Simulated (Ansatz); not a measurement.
Relaxation of the cluster Na₉⁺ with RKS r2SCAN/def2-SVP.

```sh
$ ansatz run in.yaml --threads 4 --pin off --events-out ev --progress --plain --max-ram 4787MiB
```

```yaml
crystal:
  periodic: [false, false, false]
  atoms:
    - {symbol: Na, position_ang: [-0.580140, 1.578410, -1.959860]}
    - {symbol: Na, position_ang: [-1.142020, 0.296950, -1.230410]}
    - {symbol: Na, position_ang: [0.830340, -1.678820, 1.404860]}
    - {symbol: Na, position_ang: [-0.885610, 0.340090, -1.506260]}
    - {symbol: Na, position_ang: [2.463540, 0.634540, 1.282860]}
    - {symbol: Na, position_ang: [0.110700, 0.058840, -1.231550]}
    - {symbol: Na, position_ang: [-0.415840, 1.494400, -2.011600]}
    - {symbol: Na, position_ang: [0.527520, -1.456760, 4.571320]}
    - {symbol: Na, position_ang: [-0.908500, -1.267640, 0.680630]}
basis:
  gaussian: {orbitals: def2-SVP}
total_charge: 1
hamiltonian: {xc: r2scan}
scf: {lower_state_search: "off"}
output: {orbitals: {seedname: orbitals}}
relax: {f_tol: 0.02, max_steps: 100}
```

It took 6.4 min on 4 threads of Arm Neoverse V2 on a shared host.

Positions (Å) and forces (eV/Å) at steps 1, 2, 3, 4, 5, 6, 7, 8, 9, 10, 11, 12, 13, 14, 15, 16, 17, 18, 19, 20, 21, 22, 23, 24, 25, 26, 27, 28, 31 of 31:

```xyz
9
step=1 energy=-35163.9128 eV
Na   -0.580    1.578   -1.960 -29945.107 15415.300 9430.289
Na   -1.142    0.297   -1.230 -3749.093 -653.713 4011.729
Na    0.830   -1.679    1.405    2.622   -1.083    0.183
Na   -0.886    0.340   -1.506 3609.490  620.699 -4011.156
Na    2.464    0.635    1.283   -0.383    0.653   -0.978
Na    0.111    0.059   -1.232  120.335  -26.151   31.798
Na   -0.416    1.494   -2.012 29966.073 -15355.569 -9459.900
Na    0.528   -1.457    4.571   -0.017    0.074   -0.002
Na   -0.908   -1.268    0.681   -3.920   -0.211   -1.963
9
step=2 energy=-38800.4106 eV
Na   -0.747    1.664   -1.907 -1016.496  583.055  304.776
Na   -1.163    0.293   -1.208 -2311.964 -414.529 2455.112
Na    0.830   -1.679    1.405    2.839   -1.346    0.612
Na   -0.865    0.344   -1.528 2156.330  374.264 -2451.544
Na    2.464    0.635    1.283    0.028    0.589   -0.505
Na    0.111    0.059   -1.231  133.926  -41.495   37.435
Na   -0.249    1.409   -2.064 1039.202 -499.757 -345.937
Na    0.528   -1.457    4.571   -0.058    0.070    0.038
Na   -0.909   -1.268    0.681   -3.807   -0.851    0.013
9
step=3 energy=-38930.7162 eV
Na   -0.702    1.662   -1.918 -843.085  573.576  289.020
Na   -1.182    0.326   -1.151 -1695.757 -173.197 1936.971
Na    0.844   -1.661    1.380    2.878   -1.397    0.536
Na   -0.872    0.354   -1.511 1537.742  143.723 -1927.045
Na    2.431    0.687    1.260    0.025    0.575   -0.479
Na    0.096    0.015   -1.242  133.234  -49.415   33.176
Na   -0.210    1.363   -2.096  868.851 -493.057 -332.580
Na    0.519   -1.508    4.549   -0.059    0.066    0.041
Na   -0.924   -1.238    0.729   -3.829   -0.873    0.359
9
step=4 energy=-39196.9802 eV
Na   -0.624    1.680   -1.940 -577.176  538.820  285.127
Na   -1.234    0.421   -0.989 -706.913   38.635  969.801
Na    0.875   -1.674    1.353    2.777   -1.555    0.634
Na   -0.896    0.398   -1.465  563.679  -37.003 -946.908
Na    2.394    0.726    1.214   -0.257    0.585   -0.340
Na    0.061   -0.068   -1.296  119.325  -61.948   15.871
Na   -0.142    1.272   -2.190  602.126 -476.546 -325.554
Na    0.500   -1.531    4.520   -0.038    0.104    0.164
Na   -0.933   -1.223    0.793   -3.522   -1.092    1.206
9
step=5 energy=-39377.5675 eV
Na   -0.551    1.718   -1.932 -348.988  422.846  251.246
Na   -1.274    0.520   -0.827 -413.083   77.047  690.511
Na    0.903   -1.702    1.341    2.645   -1.359    0.565
Na   -0.927    0.453   -1.421  305.200  -54.555 -663.659
Na    2.370    0.734    1.170   -0.301    0.695   -0.279
Na    0.014   -0.155   -1.380   88.184  -62.836    1.772
Na   -0.086    1.199   -2.276  369.761 -380.896 -281.866
Na    0.483   -1.526    4.503    0.029    0.076    0.128
Na   -0.931   -1.241    0.822   -3.447   -1.019    1.581
9
step=6 energy=-39544.5254 eV
Na   -0.479    1.770   -1.908 -157.283  227.160  141.493
Na   -1.391    0.573   -0.681 -215.635   42.354  356.824
Na    0.930   -1.714    1.327    2.565   -1.293    0.588
Na   -0.959    0.487   -1.410  149.003  -25.906 -335.350
Na    2.351    0.759    1.146   -0.183    0.661   -0.190
Na    0.010   -0.236   -1.466   51.583  -45.911   -2.132
Na    0.009    1.149   -2.354  172.950 -195.982 -163.011
Na    0.472   -1.539    4.485    0.043    0.060    0.137
Na   -0.942   -1.249    0.860   -3.044   -1.143    1.641
9
step=7 energy=-39621.1651 eV
Na   -0.360    1.798   -1.879  -76.046  131.693   76.526
Na   -1.521    0.632   -0.541 -102.729   21.706  155.629
Na    0.957   -1.719    1.264    2.457   -1.210    0.432
Na   -0.986    0.520   -1.378   59.756  -11.377 -139.620
Na    2.282    0.830    1.078   -0.120    0.607   -0.241
Na    0.000   -0.332   -1.498   29.331  -32.797   -2.099
Na    0.152    1.079   -2.391   90.036 -107.475  -92.579
Na    0.454   -1.563    4.422    0.070   -0.002    0.190
Na   -0.978   -1.244    0.925   -2.755   -1.146    1.763
9
step=8 energy=-39662.8676 eV
Na   -0.407    1.834   -1.950  -40.137   65.105   25.503
Na   -1.696    0.667   -0.451  -52.714   11.314   68.261
Na    0.980   -1.731    1.230    2.298   -1.169    0.316
Na   -1.020    0.525   -1.366   23.867   -7.563  -57.486
Na    2.348    0.820    1.075   -0.107    0.606   -0.260
Na    0.072   -0.364   -1.475   18.218  -21.772    0.450
Na    0.290    1.030   -2.429   50.979  -45.455  -38.745
Na    0.436   -1.549    4.384    0.077   -0.049    0.239
Na   -1.002   -1.233    0.981   -2.480   -1.015    1.722
9
step=9 energy=-39684.6398 eV
Na   -0.421    1.885   -1.992  -17.139   33.381    8.268
Na   -1.829    0.714   -0.317  -25.348    5.818   31.228
Na    1.015   -1.757    1.216    2.146   -1.095    0.218
Na   -1.050    0.548   -1.343    6.108   -4.916  -22.993
Na    2.351    0.831    1.060   -0.100    0.577   -0.282
Na    0.117   -0.413   -1.512   10.723  -15.294    0.948
Na    0.410    0.984   -2.499   25.753  -17.485  -19.167
Na    0.418   -1.543    4.361    0.068   -0.074    0.260
Na   -1.012   -1.250    1.025   -2.211   -0.912    1.521
9
step=10 energy=-39696.5347 eV
Na   -0.439    1.949   -2.020   -6.735   18.241    1.961
Na   -1.975    0.741   -0.191  -12.438    3.044   14.529
Na    1.040   -1.775    1.215    2.023   -1.062   -0.058
Na   -1.082    0.563   -1.335   -0.680   -3.687   -8.220
Na    2.356    0.837    1.053   -0.140    0.662   -0.328
Na    0.178   -0.463   -1.561    6.310  -10.990    1.362
Na    0.537    0.954   -2.572   13.666   -5.501  -10.537
Na    0.414   -1.540    4.352   -0.010   -0.011    0.198
Na   -1.030   -1.264    1.060   -1.996   -0.696    1.092
9
step=11 energy=-39703.7197 eV
Na   -0.460    2.025   -2.033   -2.350   11.347   -0.155
Na   -2.116    0.772   -0.056   -6.304    1.825    6.956
Na    1.067   -1.792    1.215    1.761   -0.943   -0.176
Na   -1.133    0.563   -1.354   -2.791   -3.191   -2.519
Na    2.360    0.846    1.050    0.000    0.493   -0.246
Na    0.255   -0.515   -1.598    3.726   -8.140    1.506
Na    0.666    0.920   -2.655    7.690   -0.743   -6.555
Na    0.411   -1.537    4.345   -0.034    0.162    0.329
Na   -1.050   -1.281    1.086   -1.698   -0.809    0.860
9
step=12 energy=-39706.3934 eV
Na   -0.336    2.046   -1.960   -1.237    9.581    0.093
Na   -2.297    0.772   -0.018   -4.966    1.336    4.257
Na    1.066   -1.782    1.158    1.666   -0.934   -0.260
Na   -1.122    0.584   -1.300   -2.773   -2.380   -0.611
Na    2.319    0.895    0.973    0.017    0.463   -0.202
Na    0.253   -0.604   -1.635    2.377   -7.184    1.060
Na    0.790    0.875   -2.653    6.445   -0.376   -5.504
Na    0.417   -1.540    4.296   -0.011    0.178    0.350
Na   -1.091   -1.248    1.139   -1.517   -0.684    0.817
9
step=13 energy=-39709.3204 eV
Na   -0.246    2.092   -1.932   -0.599    7.623    0.181
Na   -2.473    0.795    0.061   -3.467    1.024    2.495
Na    1.083   -1.804    1.124    1.510   -0.902   -0.316
Na   -1.131    0.608   -1.273   -2.749   -1.852    0.338
Na    2.300    0.919    0.929    0.017    0.432   -0.147
Na    0.275   -0.685   -1.682    1.389   -5.905    0.794
Na    0.919    0.849   -2.690    5.193   -0.088   -4.342
Na    0.404   -1.532    4.263    0.025    0.191    0.361
Na   -1.129   -1.241    1.201   -1.318   -0.522    0.635
9
step=14 energy=-39712.0065 eV
Na   -0.205    2.166   -1.941   -0.331    5.845    0.166
Na   -2.637    0.842    0.156   -2.455    0.849    1.615
Na    1.117   -1.844    1.110    1.328   -0.852   -0.308
Na   -1.158    0.623   -1.269   -2.335   -1.514    0.500
Na    2.302    0.924    0.915   -0.005    0.398   -0.104
Na    0.316   -0.778   -1.720    0.803   -4.607    0.595
Na    1.043    0.839   -2.748    4.069    0.067   -3.253
Na    0.387   -1.522    4.249    0.061    0.199    0.354
Na   -1.164   -1.251    1.248   -1.136   -0.386    0.436
9
step=15 energy=-39714.6075 eV
Na   -0.182    2.291   -1.942   -0.163    4.174    0.216
Na   -2.792    0.905    0.257   -1.769    0.733    1.128
Na    1.164   -1.895    1.096    1.123   -0.784   -0.231
Na   -1.200    0.622   -1.283   -1.694   -1.191    0.258
Na    2.303    0.933    0.907   -0.043    0.356   -0.070
Na    0.362   -0.916   -1.743    0.448   -3.320    0.345
Na    1.178    0.833   -2.821    2.944    0.117   -2.244
Na    0.376   -1.509    4.247    0.091    0.204    0.316
Na   -1.210   -1.265    1.282   -0.936   -0.290    0.282
9
step=16 energy=-39716.9316 eV
Na   -0.174    2.471   -1.923   -0.061    2.765    0.286
Na   -2.935    0.989    0.360   -1.257    0.646    0.829
Na    1.235   -1.965    1.088    0.885   -0.679   -0.116
Na   -1.265    0.593   -1.323   -1.055   -0.901   -0.085
Na    2.300    0.947    0.904   -0.095    0.300   -0.053
Na    0.409   -1.095   -1.762    0.241   -2.235    0.122
Na    1.328    0.835   -2.910    1.931    0.126   -1.390
Na    0.375   -1.489    4.262    0.112    0.205    0.246
Na   -1.273   -1.285    1.304   -0.700   -0.227    0.160
9
step=17 energy=-39718.5520 eV
Na   -0.175    2.661   -1.879    0.022    1.822    0.303
Na   -3.054    1.072    0.450   -0.897    0.562    0.619
Na    1.308   -2.037    1.086    0.693   -0.568   -0.013
Na   -1.327    0.552   -1.376   -0.634   -0.678   -0.267
Na    2.286    0.965    0.899   -0.144    0.246   -0.054
Na    0.441   -1.283   -1.775    0.146   -1.523   -0.045
Na    1.476    0.839   -3.001    1.200    0.119   -0.797
Na    0.381   -1.465    4.279    0.120    0.200    0.174
Na   -1.334   -1.302    1.318   -0.506   -0.180    0.079
9
step=18 energy=-39719.6133 eV
Na   -0.168    2.847   -1.825    0.047    1.166    0.298
Na   -3.152    1.157    0.525   -0.621    0.477    0.457
Na    1.383   -2.110    1.092    0.535   -0.454    0.050
Na   -1.384    0.492   -1.437   -0.386   -0.448   -0.319
Na    2.259    0.986    0.892   -0.182    0.194   -0.064
Na    0.460   -1.464   -1.793    0.111   -1.092   -0.137
Na    1.598    0.848   -3.072    0.730    0.106   -0.415
Na    0.392   -1.435    4.295    0.118    0.192    0.108
Na   -1.390   -1.321    1.324   -0.353   -0.141    0.022
9
step=19 energy=-39720.3480 eV
Na   -0.150    3.022   -1.752    0.048    0.694    0.275
Na   -3.240    1.258    0.597   -0.378    0.370    0.310
Na    1.472   -2.193    1.105    0.389   -0.333    0.075
Na   -1.439    0.426   -1.512   -0.243   -0.255   -0.274
Na    2.208    1.009    0.881   -0.211    0.142   -0.074
Na    0.478   -1.655   -1.831    0.084   -0.785   -0.167
Na    1.700    0.863   -3.112    0.424    0.083   -0.160
Na    0.413   -1.388    4.305    0.110    0.183    0.044
Na   -1.443   -1.343    1.320   -0.223   -0.100   -0.030
9
step=20 energy=-39720.8096 eV
Na   -0.131    3.162   -1.668    0.043    0.400    0.242
Na   -3.304    1.359    0.664   -0.200    0.265    0.195
Na    1.560   -2.274    1.121    0.272   -0.225    0.072
Na   -1.487    0.373   -1.587   -0.152   -0.134   -0.196
Na    2.134    1.033    0.869   -0.226    0.094   -0.077
Na    0.492   -1.842   -1.883    0.049   -0.553   -0.156
Na    1.780    0.877   -3.117    0.241    0.050   -0.010
Na    0.441   -1.326    4.301    0.097    0.173   -0.009
Na   -1.485   -1.362    1.300   -0.125   -0.069   -0.062
9
step=21 energy=-39721.1109 eV
Na   -0.115    3.273   -1.571    0.035    0.214    0.205
Na   -3.340    1.455    0.721   -0.079    0.175    0.117
Na    1.646   -2.349    1.137    0.185   -0.135    0.051
Na   -1.527    0.335   -1.654   -0.078   -0.070   -0.130
Na    2.029    1.052    0.853   -0.228    0.049   -0.070
Na    0.499   -2.027   -1.944    0.010   -0.370   -0.123
Na    1.844    0.886   -3.086    0.132    0.021    0.073
Na    0.477   -1.244    4.281    0.082    0.161   -0.050
Na   -1.512   -1.382    1.264   -0.058   -0.046   -0.073
9
step=22 energy=-39721.3286 eV
Na   -0.101    3.364   -1.452    0.027    0.095    0.159
Na   -3.340    1.543    0.771    0.002    0.103    0.069
Na    1.731   -2.412    1.147    0.120   -0.059    0.025
Na   -1.556    0.307   -1.716   -0.025   -0.033   -0.083
Na    1.884    1.068    0.833   -0.215    0.005   -0.050
Na    0.487   -2.210   -2.009   -0.020   -0.226   -0.084
Na    1.902    0.882   -3.016    0.062    0.000    0.112
Na    0.521   -1.133    4.234    0.064    0.147   -0.080
Na   -1.528   -1.408    1.210   -0.017   -0.031   -0.069
9
step=23 energy=-39721.5021 eV
Na   -0.086    3.431   -1.316    0.016    0.030    0.103
Na   -3.292    1.618    0.822    0.057    0.045    0.041
Na    1.821   -2.449    1.140    0.074    0.000   -0.001
Na   -1.572    0.285   -1.778    0.003   -0.007   -0.048
Na    1.688    1.068    0.812   -0.184   -0.034   -0.013
Na    0.449   -2.384   -2.073   -0.036   -0.120   -0.046
Na    1.957    0.862   -2.898    0.024   -0.016    0.114
Na    0.570   -0.985    4.151    0.041    0.126   -0.094
Na   -1.534   -1.447    1.140    0.005   -0.024   -0.055
9
step=24 energy=-39721.6179 eV
Na   -0.074    3.470   -1.221    0.009    0.012    0.056
Na   -3.207    1.659    0.874    0.085    0.011    0.032
Na    1.897   -2.442    1.119    0.052    0.027   -0.020
Na   -1.574    0.279   -1.827    0.009    0.005   -0.027
Na    1.495    1.043    0.809   -0.154   -0.045    0.009
Na    0.401   -2.501   -2.117   -0.040   -0.062   -0.020
Na    1.995    0.832   -2.775    0.014   -0.024    0.096
Na    0.600   -0.847    4.060    0.019    0.103   -0.083
Na   -1.533   -1.493    1.078    0.007   -0.027   -0.044
9
step=25 energy=-39721.7067 eV
Na   -0.061    3.499   -1.167    0.012    0.010    0.023
Na   -3.086    1.673    0.932    0.094   -0.007    0.034
Na    1.966   -2.405    1.083    0.043    0.042   -0.030
Na   -1.570    0.284   -1.863    0.006    0.008   -0.015
Na    1.303    1.010    0.820   -0.128   -0.032    0.003
Na    0.347   -2.579   -2.143   -0.039   -0.030   -0.005
Na    2.026    0.795   -2.659    0.015   -0.029    0.081
Na    0.609   -0.727    3.973   -0.001    0.073   -0.055
Na   -1.535   -1.550    1.025   -0.002   -0.036   -0.035
9
step=26 energy=-39721.7827 eV
Na   -0.039    3.531   -1.151    0.017    0.011    0.000
Na   -2.935    1.666    1.006    0.087   -0.014    0.039
Na    2.037   -2.334    1.032    0.038    0.054   -0.033
Na   -1.568    0.294   -1.890    0.000    0.007   -0.009
Na    1.110    0.984    0.824   -0.099   -0.013   -0.015
Na    0.287   -2.632   -2.156   -0.034   -0.011    0.001
Na    2.064    0.747   -2.543    0.017   -0.032    0.069
Na    0.591   -0.628    3.902   -0.016    0.041   -0.025
Na   -1.547   -1.628    0.976   -0.009   -0.042   -0.026
9
step=27 energy=-39721.8503 eV
Na    0.000    3.565   -1.169    0.016    0.008   -0.013
Na   -2.769    1.644    1.107    0.055   -0.013    0.036
Na    2.121   -2.213    0.960    0.030    0.055   -0.031
Na   -1.579    0.308   -1.909   -0.009    0.007   -0.006
Na    0.923    0.974    0.805   -0.057   -0.010   -0.009
Na    0.218   -2.668   -2.162   -0.023   -0.001    0.003
Na    2.113    0.675   -2.410    0.017   -0.033    0.052
Na    0.543   -0.558    3.849   -0.023    0.018   -0.017
Na   -1.572   -1.727    0.929   -0.005   -0.030   -0.015
9
step=28 energy=-39721.8907 eV
Na    0.047    3.585   -1.208    0.011   -0.004   -0.011
Na   -2.641    1.619    1.218    0.006   -0.005    0.026
Na    2.213   -2.062    0.874    0.022    0.026   -0.019
Na   -1.612    0.326   -1.922   -0.009    0.007   -0.002
Na    0.783    0.970    0.790   -0.005    0.004   -0.012
Na    0.156   -2.688   -2.164   -0.013    0.002    0.003
Na    2.169    0.577   -2.275    0.009   -0.019    0.027
Na    0.474   -0.521    3.800   -0.022    0.003   -0.006
Na   -1.589   -1.806    0.889    0.000   -0.014   -0.006
9
step=31 energy=-39721.9024 eV
Na    0.105    3.570   -1.294   -0.002    0.000   -0.002
Na   -2.588    1.561    1.376    0.002    0.001   -0.002
Na    2.318   -1.960    0.828   -0.003    0.001    0.000
Na   -1.667    0.364   -1.902    0.001    0.003   -0.001
Na    0.768    1.009    0.783    0.006    0.000   -0.003
Na    0.102   -2.683   -2.174    0.002   -0.001    0.000
Na    2.205    0.489   -2.203   -0.006    0.000    0.004
Na    0.318   -0.497    3.752   -0.003   -0.004    0.001
Na   -1.561   -1.853    0.836    0.003    0.000    0.004
```

The restricted singlet is unstable towards broken spin symmetry in Hartree–Fock (as tested in another run); at r2SCAN/def2-SVP this wasn't settled. Another isomer (singlet) lies 0.04 eV lower at PBE0/def2-TZVP; other spin states weren't run for this one.
